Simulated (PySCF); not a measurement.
From results back to the method.

Species: H8OSSi3.
SMILES with atom numbers: `[SiH3:1][O:2][SiH2:3][SiH2:4][SH:5]` (hydrogens: H6, H7, H8 on Si1; H9, H10 on Si3; H11, H12 on Si4; H13 on S5)

The closed-shell ground state was solved 5 times with PySCF (density fitting, gas phase), always with PBE0, in these basis sets: 6-31G*, STO-3G, aug-cc-pVDZ, def2-SVP and def2-TZVP. The structure is a single PBE0-D3(BJ)/def2-SVP conformer in the gas phase; no vibrational or solvent corrections.

```json
{"row": "P", "total energy (Eh)": "-1345.7409", "HOMO (eV)": "-7.17", "LUMO (eV)": "-0.56", "dipole (D)": "1.32"}
{"row": "Q", "total energy (Eh)": "-1346.1168", "HOMO (eV)": "-7.20", "LUMO (eV)": "-0.69", "dipole (D)": "1.67"}
{"row": "R", "total energy (Eh)": "-1346.2046", "HOMO (eV)": "-7.27", "LUMO (eV)": "-0.97", "dipole (D)": "1.18"}
{"row": "S", "total energy (Eh)": "-1346.2873", "HOMO (eV)": "-7.27", "LUMO (eV)": "-0.87", "dipole (D)": "1.14"}
{"row": "T", "total energy (Eh)": "-1330.6584", "HOMO (eV)": "-3.33", "LUMO (eV)": "5.04", "dipole (D)": "1.26"}
```

**Question.** Which basis belongs to which row?

**Answer.** P = def2-SVP, Q = 6-31G*, R = aug-cc-pVDZ, S = def2-TZVP, T = STO-3G. From the lowest total energy up: def2-TZVP (227 functions) 0 eV; aug-cc-pVDZ (203 functions) +2.25 eV; 6-31G* (102 functions) +4.64 eV; def2-SVP (126 functions) +14.87 eV; STO-3G (49 functions) +425.28 eV.

Conformer computed: `[SiH3:1][O:2][SiH2:3][SiH2:4][SH:5]`: Si1–O2–Si3–Si4 -164°, O2–Si3–Si4–S5 -175°, H–S5–Si4–Si3 58°.
